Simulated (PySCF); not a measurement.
Isomers of C2H12NPSi2, one GFN2-xTB conformer each. Single-point energies are computed at PBE0/pcSseg-1 (PySCF, gas phase, no added dispersion term), electronic only.

Question: Rank them by PBE0/pcSseg-1 energy, lowest first (kJ/mol).
A. `[NH2:1][Si@H:2]([PH2:3])[CH2:4][CH2:5][SiH3:6]` with H–N1–Si2–P3 -49° and 171°, N1–Si2–P3–H 158° and 65°, N1–Si2–C4–C5 161°, Si2–C4–C5–Si6 -177°
B. `[CH3:1][NH:2][SiH2:3][CH2:4][SiH2:5][PH2:6]` with C1–N2–Si3–C4 -176°, N2–Si3–C4–Si5 178°, Si3–C4–Si5–P6 -178°, C4–Si5–P6–H 175° and 82°
C. `[CH3:1][NH:2][SiH2:3][PH:4][SiH2:5][CH3:6]` with C1–N2–Si3–P4 175°, N2–Si3–P4–Si5 79°, Si3–P4–Si5–C6 -72°
D. `[CH3:1][CH2:2][Si@H:3]([PH2:4])[NH:5][SiH3:6]` with C1–C2–Si3–P4 176°, C2–Si3–P4–H 64° and 156°, C2–Si3–N5–Si6 159°

Answer: D (0.0), C (33.5), A (54.3), B (64.8).

Neighbours about 10 kJ/mol apart or less (N[Si@H](P)CC[SiH3] and CN[SiH2]C[SiH2]P) can change places with a better method, another conformer or zero-point energy. GFN2-xTB itself gives, in the same order: 0.0, 50.9, 97.8, 92.1. Both levels put the same isomer lowest; measured from each level's own lowest isomer, the values differ by up to 43.5 kJ/mol (N[Si@H](P)CC[SiH3]: 97.8 against 54.3).

Which frontier levels, dipoles and rotational constants go with these structures?

```
            SMILES  HOMO (eV, PBE0/pcSseg-1)  LUMO (eV)  dipole (D)       A, B, C (MHz)
CC[Si@H](P)N[SiH3]                     -7.09       0.13        1.58   1854, 1246, 792.9
  CN[SiH2]P[SiH2]C                     -6.86       0.12        1.56   2488, 1055, 825.4
N[Si@H](P)CC[SiH3]                     -7.16       0.41        2.16  2874, 784.9, 656.2
  CN[SiH2]C[SiH2]P                     -6.70       0.30        1.38  7074, 538.2, 511.5
```
